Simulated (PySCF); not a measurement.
Simulation results for CH3BF

Computed with PySCF 2.14.0. Calculation on a computer-drawn molecule: optimised geometry and harmonic frequencies of an isolated molecule of the commonest isotopes, restricted reference for singlets and unrestricted otherwise, frozen core in MP2.

## CH3BF

Start structure:
```xyz
6
CH3BF
C      0.7813    -1.2614     0.6360
B     -0.5607    -1.4951     1.1589
F     -1.5540    -0.6808     0.7473
H      1.0514    -0.4879    -0.0779
H      1.6647    -2.0007     0.8428
H     -0.8859    -2.4192     1.8718
```

Here we set charge 0, multiplicity 2, method HF and basis cc-pVDZ.

The calculation gives: rotational constants 56.41, 9.44, 8.086 GHz; total energy -163.7639 hartree; spin squared 0.7576; convergence status largest gradient component 3.495e-05 hartree/bohr.

Drawn bonds:
```
atom  other atom  order
   1           2      1
   2           3      1
   1           4      1
   1           5      1
   2           6      1
```

Optimised structure:
```xyz
6
CH3BF
C      0.8273    -1.3025     0.5967
B     -0.5954    -1.5164     1.1390
F     -1.5674    -0.6739     0.7789
H      1.0743    -0.4841    -0.0728
H      1.6512    -1.9579     0.8567
H     -0.8932    -2.4103     1.8803
```

Modes:
```
frequency (cm⁻¹)  reduced mass (dalton)
           326.7                  1.117
           409.1                  2.554
           703.3                  1.208
           866.4                  1.759
           949.5                  1.708
            1093                  2.231
            1157                  1.673
            1394                  2.724
            1554                  1.321
            2739                  1.094
            3283                  1.057
            3379                  1.114
```
